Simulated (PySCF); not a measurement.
FeF3 (sextet). Method: PySCF, UPBE0, basis Fe def2-SVP, F def2-SVP (no relativity, density fitting).

Harmonic bands of its minimum:

| ω (cm⁻¹) | IR (km/mol, summed over degenerate members) | degeneracy |
| --- | --- | --- |
| 111 | 75.0 | 1 |
| 154 | 29.0 | 2 |
| 649 | 0.0 | 1 |
| 740 | 273 | 2 |

Question: The central atom is Fe. Infer the point group and assign the bands.

Answer: D3h. The modes span a2'' + 2e' + a1': 111 a2'', 154 e', 649 a1', 740 e'. The computed geometry has Fe–F 1.748 Å (×3); F–Fe–F 120.0° (×3).

This need not be the most stable arrangement of these atoms. Other spin states or occupations of the open shell can lie lower.
